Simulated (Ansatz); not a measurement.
Species: BHSCl₂, charge 0, singlet. BHSCl2 (dichloroborinothioic acid, SMILES SB(Cl)Cl).
B3LYP-D3(BJ)/def2-TZVP minimum from Ansatz (a quantum-chemistry and plane-wave program):
```
B
Cl 1 1.7551
Cl 1 1.7555 2 119.66
S 1 1.7925 2 117.50 3 -180.00
H 4 1.3438 1 96.77 2 180.00
```
Charge 0, spin multiplicity 1.

Atomisation energy term by term, kcal/mol (programs: Ansatz). Open shells are spin-unrestricted; no spin-orbit coupling. Cores are frozen in correlated methods. Rows without X2C or -DK are non-relativistic. CBS(X,Y): correlation extrapolated as X^-3, Hartree-Fock from the larger set (Q,5: extrapolated as (X+1)exp(-9√X)). A bracket is a step between two methods taken in the basis named. '+ core + X2C': CCSD(T) terms for core correlation (cc-pwCVTZ, 1s frozen past Ne) and scalar relativity (cc-pVTZ-DK). Where a partner has so few electrons that a lower coupled-cluster level is exact, that level stands in.

```json
[
 {"term": "Hartree-Fock", "basis": "CBS(cc-pV(Q+d)Z,cc-pV(5+d)Z)", "kcal/mol": "294.24"},
 {"term": "CCSD correlation", "basis": "CBS(cc-pV(Q+d)Z,cc-pV(5+d)Z)", "kcal/mol": "93.87"},
 {"term": "(T)", "basis": "CBS(cc-pV(Q+d)Z,cc-pV(5+d)Z)", "kcal/mol": "11.08"},
 {"term": "CCSDT(Q) - CCSD(T)", "basis": "cc-pV(D+d)Z", "kcal/mol": "0.43"},
 {"term": "core correlation", "basis": "cc-pwCVTZ", "kcal/mol": "2.01"},
 {"term": "scalar relativity", "basis": "X2C, cc-pVTZ-DK", "kcal/mol": "-0.86"},
 {"term": "sum: De", "basis": "", "kcal/mol": "400.8"}
]
```
